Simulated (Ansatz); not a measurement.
Ansatz (a quantum-chemistry and plane-wave program) job for OsO2, SMILES [O]=[Os]=[O] (connectivity only; charge and spin as stated), neutral, multiplicity 3, r2SCAN-D4/def2-TZVP. 

Ansatz 0.2 input:
```yaml
crystal:
  periodic: [false, false, false]
  atoms:
    - {symbol: Os, position_ang: [-0.00000000, 0.00000000, 0.04459294]}
    - {symbol: O, position_ang: [0.00000000, 1.56964755, -0.21181644]}
    - {symbol: O, position_ang: [0.00000000, -1.56964756, -0.21181644]}
basis:
  gaussian:
    orbitals: def2-TZVP
hamiltonian:
  xc: r2scan
  dispersion: d4
magnetization: {spin_polarized: true, initial_magnetization: 2}
relax: {f_tol: 0.002, max_steps: 200}
```

Log of the run:

```
WARN ansatz: RAYON_NUM_THREADS=1 ignored (pool sized by the plan → 1); use --threads N
Functional definition: r2SCAN
integrals: 0.03 GiB planned
654 factors; their error is unknown
mean field: 0.34 GiB planned
mean field evaluation 1: about -6549.8375 eV, gradient 5.9e1 eV
mean field evaluation 2: about -6427.7264 eV, gradient 1.7e2 eV
mean field evaluation 4: about -6560.2900 eV, gradient 9.5e0 eV
mean field evaluation 8: about -6560.6430 eV, gradient 1.8e-1 eV
mean field evaluation 16: about -6560.6408 eV, gradient 7.3e-4 eV
mean field evaluation 32: about -6560.6408 eV, gradient 1.0e-8 eV
mean field evaluation 64: about -6559.1079 eV, gradient 1.0e1 eV
mean field -6560.64080041 eV, -241.0991024529 hartree, gradient 7.1e-9 eV, S^2 2.008623; 7 other end points of the search recorded, 0 dependent functions left out
the calculation of the forces begins
reference -6560.64081691 eV, -241.0991030592 hartree; 17, 15 occupied and 85, 87 virtual orbitals, 654 factors
relax step   1: F+E_penalty+E_count = -6560.65148679 eV  Δ(F+E_penalty+E_count) = +0.000e0 eV  max|allowed force component| = 1.070e1 eV/Å  Δτ_max = 0.0000 Å  (294 SCF iters, accepted)
these checks for a lower state are left out or cut short: starts, cluster_reference, orbital_swaps, neighbouring_geometries, increment
integrals: 0.03 GiB planned
654 factors; their error is unknown
mean field: 0.33 GiB planned
mean field -6561.93655263 eV, -241.1467204687 hartree, gradient 5.4e-6 eV, S^2 2.014570; 0 other end points of the search recorded, 0 dependent functions left out
the calculation of the forces begins
reference -6561.93656879 eV, -241.1467210626 hartree; 17, 15 occupied and 85, 87 virtual orbitals, 654 factors
relax step   2: F+E_penalty+E_count = -6561.94687292 eV  Δ(F+E_penalty+E_count) = -1.295e0 eV  max|allowed force component| = 7.631e-1 eV/Å  Δτ_max = 0.1145 Å  (71 SCF iters, accepted)
these checks for a lower state are left out or cut short: starts, cluster_reference, orbital_swaps, neighbouring_geometries, increment
integrals: 0.03 GiB planned
654 factors; their error is unknown
mean field: 0.33 GiB planned
mean field evaluation 96: about -6561.8028 eV, gradient 2.3e1 eV
mean field -6562.01443257 eV, -241.1495825039 hartree, gradient 2.1e-6 eV, S^2 2.012344; 0 other end points of the search recorded, 0 dependent functions left out
the calculation of the forces begins
reference -6562.01444885 eV, -241.1495831019 hartree; 17, 15 occupied and 85, 87 virtual orbitals, 654 factors
relax step   3: F+E_penalty+E_count = -6562.02477330 eV  Δ(F+E_penalty+E_count) = -7.790e-2 eV  max|allowed force component| = 7.437e-1 eV/Å  Δτ_max = 0.0599 Å  (64 SCF iters, accepted)
these checks for a lower state are left out or cut short: starts, cluster_reference, orbital_swaps, neighbouring_geometries, increment
integrals: 0.03 GiB planned
654 factors; their error is unknown
mean field: 0.33 GiB planned
mean field -6562.07443820 eV, -241.1517876702 hartree, gradient 2.3e-6 eV, S^2 2.008018; 0 other end points of the search recorded, 0 dependent functions left out
the calculation of the forces begins
reference -6562.07445448 eV, -241.1517882683 hartree; 17, 15 occupied and 85, 87 virtual orbitals, 654 factors
relax step   4: F+E_penalty+E_count = -6562.08485304 eV  Δ(F+E_penalty+E_count) = -6.008e-2 eV  max|allowed force component| = 2.284e0 eV/Å  Δτ_max = 0.1969 Å  (66 SCF iters, accepted)
these checks for a lower state are left out or cut short: starts, cluster_reference, orbital_swaps, neighbouring_geometries, increment
integrals: 0.03 GiB planned
654 factors; their error is unknown
mean field: 0.34 GiB planned
mean field evaluation 128: about -6562.0899 eV, gradient 3.0e1 eV
mean field -6562.17681296 eV, -241.1555498731 hartree, gradient 2.1e-5 eV, S^2 2.007296; 0 other end points of the search recorded, 0 dependent functions left out
the calculation of the forces begins
reference -6562.17682934 eV, -241.1555504750 hartree; 17, 15 occupied and 85, 87 virtual orbitals, 654 factors
relax step   5: F+E_penalty+E_count = -6562.18729987 eV  Δ(F+E_penalty+E_count) = -1.024e-1 eV  max|allowed force component| = 1.808e-1 eV/Å  Δτ_max = 0.0381 Å  (52 SCF iters, accepted)
these checks for a lower state are left out or cut short: starts, cluster_reference, orbital_swaps, neighbouring_geometries, increment
integrals: 0.03 GiB planned
654 factors; their error is unknown
mean field: 0.34 GiB planned
mean field -6562.17750733 eV, -241.1555753907 hartree, gradient 1.5e-5 eV, S^2 2.007182; 0 other end points of the search recorded, 0 dependent functions left out
the calculation of the forces begins
reference -6562.17752374 eV, -241.1555759936 hartree; 17, 15 occupied and 85, 87 virtual orbitals, 654 factors
relax step   6: F+E_penalty+E_count = -6562.18800410 eV  Δ(F+E_penalty+E_count) = -7.042e-4 eV  max|allowed force component| = 5.183e-3 eV/Å  Δτ_max = 0.0050 Å  (49 SCF iters, accepted)
these checks for a lower state are left out or cut short: starts, cluster_reference, orbital_swaps, neighbouring_geometries, increment
integrals: 0.03 GiB planned
654 factors; their error is unknown
mean field: 0.34 GiB planned
mean field -6562.17750797 eV, -241.1555754141 hartree, gradient 6.6e-6 eV, S^2 2.007177; 0 other end points of the search recorded, 0 dependent functions left out
the calculation of the forces begins
reference -6562.17752437 eV, -241.1555760171 hartree; 17, 15 occupied and 85, 87 virtual orbitals, 654 factors
relax step   7: F+E_penalty+E_count = -6562.18800513 eV  Δ(F+E_penalty+E_count) = -1.026e-6 eV  max|allowed force component| = 5.264e-4 eV/Å  Δτ_max = 0.0003 Å  (44 SCF iters, accepted)
integrals: 0.03 GiB planned
654 factors; their error is unknown
mean field: 0.34 GiB planned
mean field evaluation 160: about -6350.4439 eV, gradient 2.1e2 eV
mean field evaluation 192: about -6561.7430 eV, gradient 2.4e0 eV
mean field -6562.17750797 eV, -241.1555754141 hartree, gradient 6.6e-6 eV, S^2 2.007177; 7 other end points of the search recorded, 0 dependent functions left out
the calculation of the forces begins
reference -6562.17752437 eV, -241.1555760171 hartree; 17, 15 occupied and 85, 87 virtual orbitals, 654 factors
Total energy: -6562.18802153 eV, -241.1559617805 hartree
Atom 0 at    -0.000000     0.000000     0.329178 Å, force     0.000000    -0.000000     0.000526 eV/Å
Atom 1 at     0.000000     1.548956    -0.354109 Å, force    -0.000000     0.000158    -0.000263 eV/Å
Atom 2 at     0.000000    -1.548956    -0.354109 Å, force    -0.000000    -0.000158    -0.000263 eV/Å
Dipole moment:     0.000000     0.000000     0.394833 e Å
```

The calculation finished and met its thresholds.
